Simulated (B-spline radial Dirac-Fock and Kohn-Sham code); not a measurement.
Subshell cross sections of Zn⁷⁺, photon energy 772 eV

System: Zn⁷⁺ in the configuration [Ar] 3d5.

Input of the calculation (task.json; shells as n, l, electrons):

```json
{"items": [{
  "Z": 30,
  "q": 7,
  "cfg": [[1, 0, 2], [2, 0, 2], [2, 1, 6], [3, 0, 2], [3, 1, 6], [3, 2, 5]],
  "A": 64,
  "rrms": 3.9283,
  "do": ["binding", "quiet", "photo", "scan"],
  "hv": [33.8, 55.7, 57.1, 122.0, 199.0, 217.0, 266.0, 286.0, 395.0, 767.0, 772.0, 1350.0, 1910.0, 2510.0, 4040.0, 5750.0, 5780.0, 8440.0, 10500.0, 21600.0, 71700.0, 75100.0, 89700.0, 94100.0]
}]}
```

Command: `python xray_run.py task.json out`

Calculated with a radial atomic solver, using Dirac-Hartree-Slater photoionisation with all multipoles and Dirac-Fock thresholds. The asymmetry parameter β is from the dipole term alone. Kinetic energies are from the vacuum level. Open shells are spread statistically over j, without multiplet splitting.

The last column is dσ/dΩ = σ/(4π) · [1 + β P₂(cos θ)] at θ = 0° from the polarisation vector of linearly polarised light.

| subshell | electrons | binding (eV) | kinetic (eV) | σ (kb) | β | dσ/dΩ (kb/sr) |
| --- | --- | --- | --- | --- | --- | --- |
| 3s | 2 | 304.5 | 467.5 | 52.9 | 2.00 | 12.6 |
| 3p1/2 | 2 | 251.9 | 520.1 | 64.3 | 1.62 | 13.4 |
| 3p3/2 | 4 | 248.3 | 523.7 | ? | ? | ? |
| 3d3/2 | 2 | 169.0 | 603.0 | 29.2 | 1.21 | 5.13 |
| 3d5/2 | 3 | 168.4 | 603.6 | 43.0 | 1.20 | 7.53 |

Task: What are σ and β for 3p3/2?

Result: σ = 127 kb, the largest of all subshells and 40 % of the total, and β = 1.63, which gives dσ/dΩ = 26.6 kb/sr.

Run: 2.4 s of CPU time on 1 thread of Neoverse-V1 (shared host), peak memory 0.31 GiB.
